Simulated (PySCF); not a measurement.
The vertical singlet excitations below were computed for one of the candidates. Method used: PySCF 2.14.0, density-fitted response routines, TDDFT PBE0/def2-SVPD, vertical, gas phase, core orbitals frozen in the response. Geometries: GFN2-xTB, one conformer each.

```json
{"state": "S1", "E (eV)": "5.84", "f": "0.014", "main configurations (H = HOMO, L = LUMO)": "H→L (98%)"}
{"state": "S2", "E (eV)": "6.11", "f": "0.0058", "main configurations (H = HOMO, L = LUMO)": "H→L+1 (95%)"}
{"state": "S3", "E (eV)": "6.50", "f": "0.011", "main configurations (H = HOMO, L = LUMO)": "H→L+3 (51%), H→L+2 (41%)"}
{"state": "S4", "E (eV)": "6.72", "f": "0.017", "main configurations (H = HOMO, L = LUMO)": "H→L+2 (50%), H→L+3 (41%)"}
{"state": "S5", "E (eV)": "7.04", "f": "0.035", "main configurations (H = HOMO, L = LUMO)": "H-1→L (82%)"}
{"state": "S6", "E (eV)": "7.17", "f": "0.0062", "main configurations (H = HOMO, L = LUMO)": "H→L+4 (82%)"}
{"state": "S7", "E (eV)": "7.22", "f": "0.029", "main configurations (H = HOMO, L = LUMO)": "H-1→L+1 (72%)"}
{"state": "S8", "E (eV)": "7.33", "f": "0.0067", "main configurations (H = HOMO, L = LUMO)": "H→L+5 (89%)"}
```

Triplets computed (Tamm–Dancoff): 5.47, 5.87, 6.22 eV.

Orbital energies (eV): HOMO-3 -9.21, HOMO-2 -8.69, HOMO-1 -8.21, HOMO -7.17, LUMO -0.05, LUMO+1 0.21, LUMO+2 0.52.

Question: Which candidate is it?
A. `[Si@@H](S[SiH3])(CF)CC`
B. `C/C=C(/[SiH3])C(=O)F`
C. `CCN[Si@H](N)F`

Answer: A. Its S1 lies at 5.84 eV; the nearest of the others has S1 at 6.42 eV. S1 is HOMO→LUMO (98%). Löwdin shares by element: HOMO sulfur 68%, silicon 17%; LUMO silicon 34% or more, sulfur 22%, hydrogen 17% or more (atoms not listed hold the other 28%). At the same level the other candidates give, for their lowest levels:
- `CCN[Si@H](N)F`: 6.42 eV (f 0.012); 6.78 eV (f 0.041); 7.29 eV (f 0.039); 7.38 eV (f 0.098); 7.46 eV (f 0.007); T1 6.18 eV; HOMO -7.01, LUMO 0.65 eV
- `C/C=C(/[SiH3])C(=O)F`: 4.76 eV (f 0.000); 5.72 eV (f 0.236); 6.26 eV (f 0.002); 6.80 eV (f 0.000); 7.13 eV (f 0.027); T1 3.53 eV; HOMO -8.35, LUMO -2.12 eV

Conformer computed: `[CH3:1][CH2:2][Si@@H:3]([CH2:4][F:5])[S:6][SiH3:7]`: C1–C2–Si3–C4 -179°, C2–Si3–C4–F5 -175°, C2–Si3–S6–Si7 -165°.
